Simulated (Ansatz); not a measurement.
Potential energy curve for Cl2CrO2, SMILES [O]=[Cr](=[O])([Cl])[Cl]. The Cr1–Cl5 bond (Cr1 also carries Cl, O, O; Cl5 carries nothing else) is pulled apart rigidly from the PBE0/def2-TZVP optimised geometry.

- RKS-PBE = restricted PBE/def2-TZVP run with Ansatz (a quantum-chemistry and plane-wave program)
- UKS-PBE = unrestricted PBE/def2-TZVP (Ansatz)
- RKS-PBE0 = restricted PBE0/def2-TZVP (Ansatz)
- UKS-PBE0 = Ansatz with unrestricted PBE0/def2-TZVP

Energies relative to the lowest point of each curve near equilibrium, in kcal/mol; the last columns give the difference from UKS-PBE0:

```json
[
 {"R / Å": "1.72", "RKS-PBE": "60.4", "UKS-PBE": "60.4", "RKS-PBE0": "56.4", "UKS-PBE0": "56.4", "RKS-PBE − UKS-PBE0": "4.0", "UKS-PBE − UKS-PBE0": "4.0", "RKS-PBE0 − UKS-PBE0": "0.0"},
 {"R / Å": "1.84", "RKS-PBE": "24.7", "UKS-PBE": "24.7", "RKS-PBE0": "21.9", "UKS-PBE0": "21.9", "RKS-PBE − UKS-PBE0": "2.8", "UKS-PBE − UKS-PBE0": "2.8", "RKS-PBE0 − UKS-PBE0": "0.0"},
 {"R / Å": "1.97", "RKS-PBE": "6.1", "UKS-PBE": "6.1", "RKS-PBE0": "4.6", "UKS-PBE0": "4.6", "RKS-PBE − UKS-PBE0": "1.4", "UKS-PBE − UKS-PBE0": "1.4", "RKS-PBE0 − UKS-PBE0": "0.0"},
 {"R / Å": "2.04", "RKS-PBE": "1.7", "UKS-PBE": "1.7", "RKS-PBE0": "1.0", "UKS-PBE0": "1.0", "RKS-PBE − UKS-PBE0": "0.7", "UKS-PBE − UKS-PBE0": "0.7", "RKS-PBE0 − UKS-PBE0": "0.0"},
 {"R / Å": "2.11", "RKS-PBE": "0.0", "UKS-PBE": "0.0", "RKS-PBE0": "0.0", "UKS-PBE0": "0.0", "RKS-PBE − UKS-PBE0": "0.0", "UKS-PBE − UKS-PBE0": "0.0", "RKS-PBE0 − UKS-PBE0": "0.0"},
 {"R / Å": "2.16", "RKS-PBE": "0.1", "UKS-PBE": "0.1", "RKS-PBE0": "0.6", "UKS-PBE0": "0.6", "RKS-PBE − UKS-PBE0": "-0.5", "UKS-PBE − UKS-PBE0": "-0.5", "RKS-PBE0 − UKS-PBE0": "0.0"},
 {"R / Å": "2.26", "RKS-PBE": "2.4", "UKS-PBE": "2.4", "RKS-PBE0": "3.9", "UKS-PBE0": "3.9", "RKS-PBE − UKS-PBE0": "-1.5", "UKS-PBE − UKS-PBE0": "-1.5", "RKS-PBE0 − UKS-PBE0": "0.0"},
 {"R / Å": "2.39", "RKS-PBE": "8.4", "UKS-PBE": "8.4", "RKS-PBE0": "11.1", "UKS-PBE0": "11.1", "RKS-PBE − UKS-PBE0": "-2.7", "UKS-PBE − UKS-PBE0": "-2.7", "RKS-PBE0 − UKS-PBE0": "0.0"},
 {"R / Å": "2.57", "RKS-PBE": "19.1", "UKS-PBE": "19.1", "RKS-PBE0": "23.3", "UKS-PBE0": "23.3", "RKS-PBE − UKS-PBE0": "-4.2", "UKS-PBE − UKS-PBE0": "-4.2", "RKS-PBE0 − UKS-PBE0": "0.0"},
 {"R / Å": "2.76", "RKS-PBE": "31.0", "UKS-PBE": "31.0", "RKS-PBE0": "36.7", "UKS-PBE0": "36.7", "RKS-PBE − UKS-PBE0": "-5.7", "UKS-PBE − UKS-PBE0": "-5.7", "RKS-PBE0 − UKS-PBE0": "0.0"},
 {"R / Å": "3.08", "RKS-PBE": "49.2", "UKS-PBE": "49.2", "RKS-PBE0": "57.1", "UKS-PBE0": "54.6", "RKS-PBE − UKS-PBE0": "-5.4", "UKS-PBE − UKS-PBE0": "-5.4", "RKS-PBE0 − UKS-PBE0": "2.5"},
 {"R / Å": "3.42", "RKS-PBE": "64.4", "UKS-PBE": "63.9", "RKS-PBE0": "74.3", "UKS-PBE0": "64.3", "RKS-PBE − UKS-PBE0": "0.1", "UKS-PBE − UKS-PBE0": "-0.4", "RKS-PBE0 − UKS-PBE0": "10.0"},
 {"R / Å": "3.88", "RKS-PBE": "78.5", "UKS-PBE": "74.9", "RKS-PBE0": "90.5", "UKS-PBE0": "69.3", "RKS-PBE − UKS-PBE0": "9.2", "UKS-PBE − UKS-PBE0": "5.6", "RKS-PBE0 − UKS-PBE0": "21.2"},
 {"R / Å": "4.37", "RKS-PBE": "87.5", "UKS-PBE": "80.2", "RKS-PBE0": "101.2", "UKS-PBE0": "70.5", "RKS-PBE − UKS-PBE0": "17.0", "UKS-PBE − UKS-PBE0": "9.8", "RKS-PBE0 − UKS-PBE0": "30.7"},
 {"R / Å": "5.13", "RKS-PBE": "94.4", "UKS-PBE": "83.4", "RKS-PBE0": "109.9", "UKS-PBE0": "71.1", "RKS-PBE − UKS-PBE0": "23.3", "UKS-PBE − UKS-PBE0": "12.4", "RKS-PBE0 − UKS-PBE0": "38.9"},
 {"R / Å": "6.09", "RKS-PBE": "97.6", "UKS-PBE": "84.7", "RKS-PBE0": "114.8", "UKS-PBE0": "71.3", "RKS-PBE − UKS-PBE0": "26.3", "UKS-PBE − UKS-PBE0": "13.4", "RKS-PBE0 − UKS-PBE0": "43.4"}
]
```

RKS-PBE is furthest from UKS-PBE0 at 6.09 (26.3 kcal/mol, above); its mean absolute difference over the points is 6.6 kcal/mol.

UKS-PBE is furthest from UKS-PBE0 at 6.09 (13.4 kcal/mol, above); its mean absolute difference over the points is 4.4 kcal/mol.

RKS-PBE0 is furthest from UKS-PBE0 at 6.09 (43.4 kcal/mol, above); its mean absolute difference over the points is 9.2 kcal/mol.

The restricted form behind RKS-PBE, RKS-PBE0 keeps the bonding electrons paired and can't separate into open-shell fragments. The unrestricted determinant behind UKS-PBE is spin-contaminated at 3.42 to 6.09 Å (<S²> up to 0.9, against 0.00 for a pure singlet). The unrestricted determinant behind UKS-PBE0 is spin-contaminated at 3.08 to 6.09 Å (<S²> up to 1.0, against 0.00 for a pure singlet).
